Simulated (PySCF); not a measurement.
## Broadened absorption spectrum of C6H6NP

C6H6NP.
SMILES: `C=CC1=PC=CN=C1`

Computed with TDDFT B3LYP/def2-SVPD, vertical, gas phase, core orbitals frozen in the response in PySCF. The structure is a single GFN2-xTB conformer in the gas phase; no vibrational or solvent corrections. Torsions of this conformer, `[CH2:1]=[CH:2][c:3]1[cH:4][n:5][cH:6][cH:7][p:8]1`: C1–C2–C3–C4 180°.

Computed states:

| state | E (eV) | f |
| --- | --- | --- |
| S1 | 3.58 | 0.0052 |
| S2 | 3.80 | 0.088 |
| S3 | 4.44 | 0.0005 |
| S4 | 4.61 | 0.046 |
| S5 | 4.73 | 0.0067 |
| S6 | 5.45 | 0.424 |
| S7 | 5.69 | 0.0003 |
| S8 | 5.82 | 0.0000 |

Each state is given a Gaussian of 0.4 eV full width at half maximum, with ε(max) = 2.175×10⁸ f / Δν̃ (Δν̃ the width in cm⁻¹). The cross-section is σ = 3.8235×10⁻²¹ ε cm², given in Mb (10⁻¹⁸ cm²). The width is an assumption, not a result. The curve ends short of the highest state used, and states not computed would add to its high-energy end.

(1) Give the broadened spectrum and its maxima.

(2) On this curve, what absorbance would a 10⁻⁵ mol/L sample give at 254 nm over a 1 cm path?

(3) Coming from long wavelengths, where does ε first pass 100 L mol⁻¹ cm⁻¹?

(4) Does any computed singlet lie in the visible range?

Answers

(1) 
λ (nm), σ (Mb) and a bar:
```
    237.5      43.88 ##############################
    241.6      19.12 #############
    245.8       7.04 #####
    250.0       3.76 ###
    254.1       4.85 ###
    258.3       7.91 #####
    262.5      11.19 ########
    266.6      13.16 #########
    270.8      13.05 #########
    275.0      10.99 ########
    279.1       8.07 ######
    283.3       5.19 ####
    287.5       3.12 ##
    291.7       2.14 #
    295.8       2.32 ##
    300.0       3.72 ###
    304.2       6.36 ####
    308.3       9.97 #######
    312.5      14.27 ##########
    316.7      18.42 #############
    320.8      21.52 ###############
    325.0      23.11 ################
    329.2      22.87 ################
    333.3      21.06 ##############
    337.5      18.12 ############
    341.7      14.67 ##########
    345.8      11.34 ########
    350.0       8.32 ######
    354.2       5.87 ####
    358.3       4.04 ###
    362.5       2.68 ##
    366.7       1.74 #
    370.8       1.12 #
    375.0       0.70 
    379.2       0.43 
    383.3       0.26 
    387.5       0.16 
    391.7       0.09 
    395.8       0.05 
    400.0       0.03 
    404.2       0.02 
    408.3       0.01 
    412.5       0.01 
    416.7       0.00
```

Maxima: 327 nm (3.80 eV), ε about 6100, made up of S2 (98%); 268 nm (4.62 eV), ε about 3500, made up of S4 (89%) and S5 (10%) (ε in L mol⁻¹ cm⁻¹; maxima over ε = 5, shares over 10%). At its high-energy end, 5.22 eV, the curve is still rising (ε about 11000, from S6).

(2) 254 nm is 4.881 eV, where ε is about 1300 L mol⁻¹ cm⁻¹, so A = ε c l ≈ 0.013 (Beer–Lambert, with the gas-phase spectrum and the assumed width).

(3) At about 380 nm (3.26 eV), 0.31 eV below S1.

(4) No computed singlet lies in the visible range (380 to 750 nm); the lowest, at 347 nm, stands 0.31 eV above its violet end (3.26 eV); a Tamm–Dancoff triplet lies at 474 nm, without intensity as long as spin–orbit coupling is left out.

Hardware: one thread of an Arm Neoverse V2, shared host. Cost: 37 s of wall time, 0.86 GiB resident at most.
